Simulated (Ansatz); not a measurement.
`[Br][Ag]` + H₂ → `[AgH]` + HBr at 500 K and 1 bar (hydrogenolysis of the Ag–Br bond).

Program: Ansatz. Geometries: PBE0-D4/def2-TZVP. ΔE: electronic, gas phase. CBS: MP2 limit from def2 TZ/QZ plus the TZ coupled-cluster correction, frozen cores. This one scheme is used for every species. def2 core potentials past Kr. For Ag, Br outer-core shells are correlated without core-valence functions, which leaves a few kJ/mol of doubt a bond. Scalar relativity is left out up to krypton.

| species | CCSD(T)/CBS energy (Eh) | H − E (kJ/mol) | S (J/(mol·K)) |
| --- | --- | --- | --- |
| `[Br][Ag]` | -2720.28144 | 18.9 | 276.3 |
| H₂ | -1.17544 | 41.0 | 145.5 |
| `[AgH]` | -147.49153 | 25.3 | 219.9 |
| HBr | -2573.91920 | 30.5 | 213.7 |

H − E and S are ideal-gas, rigid-rotor, harmonic terms from PBE0-D4/def2-TZVP. The MP2-based limit puts H₂ 0.8 mEh under its directly extrapolated value; such offsets cancel only in part. 1 Eh = 2625.50 kJ/mol, R = 8.31446 J/(mol·K).

Q: By hand: ΔE, ΔH, ΔS and ΔG.

A: ΔE = (-147.49153) + (-2573.91920) − (-2720.28144) − (-1.17544) = 0.04615 Eh = 121.2 kJ/mol. Δ(H − E) = 25.3 + 30.5 − 18.9 − 41.0 = -4.1, so ΔH = 117.1 kJ/mol. ΔS = 219.9 + 213.7 − 276.3 − 145.5 = 11.8 J/(mol·K). ΔG = 117.1 − 500 × (11.8)/1000 = 111.2 kJ/mol.

Q: By hand: the equilibrium constant, and the temperature at which ΔG would vanish if ΔH and ΔS stayed fixed.

A: log₁₀ K = −ΔG/(RT ln 10) = -11.6. ΔG = 0 at ΔH/ΔS = 9924 K, far beyond where these terms or the molecules hold.

The number of gas molecules stays the same, so ΔS is small and ΔH decides. A doubt of 5 kJ/mol in ΔE shifts log₁₀ K by 0.5 here. These are equilibria of isolated gas molecules and say nothing of rates. Largest T1 diagnostic: 0.026 (customary marks: 0.02 for closed shells, 0.045 for open ones).
